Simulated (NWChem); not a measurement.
# Si₂NH₇O; SMILES [SiH2]([SiH2]N)O

```xyz
11

N     -0.4404     2.4277     0.0153
Si     0.5907     1.0144    -0.0210
Si    -0.5592    -1.0503    -0.0054
O      0.4379    -2.4024    -0.0393
H     -0.9834     2.6406    -0.8143
H     -0.9996     2.5959     0.8445
H      1.4901     1.0883     1.1686
H      1.4300     1.1183    -1.2480
H     -1.4090    -1.1763    -1.2205
H     -1.4819    -1.0751     1.1764
H      1.0917    -2.4631     0.6709
```
Atoms are numbered in this order, from 1.

Results from NWChem. Pople sets run with spherical d functions. Geometry: optimised at B3LYP/6-31G* (spherical d). B3LYP is NWChem's, with the RPA form of VWN correlation. Ions are spin-unrestricted doublets at the neutral geometry; other ion states weren't tried.

| level | basis functions | vertical ionisation energy, ΔSCF (eV) | −ε(HOMO) (eV) | ΔSCF minus −ε(HOMO) (eV) | relative time |
|---|---|---|---|---|---|
| B3LYP/STO-3G | 35 | 5.60 | 2.87 | 2.73 | 1 |
| B3LYP/3-21G | 58 | 8.31 | 5.99 | 2.32 | 1 |
| B3LYP/6-31G* | 78 | 8.62 | 6.38 | 2.24 | 3 |
| B3LYP/6-31+G* | 94 | 8.84 | 6.70 | 2.14 | 5 |
| B3LYP/6-311G** | 130 | 8.79 | 6.61 | 2.18 | 6 |
| B3LYP/6-311++G** | 153 | 8.89 | 6.77 | 2.12 | 10 |

Relative times are rough (shared machine, one core).
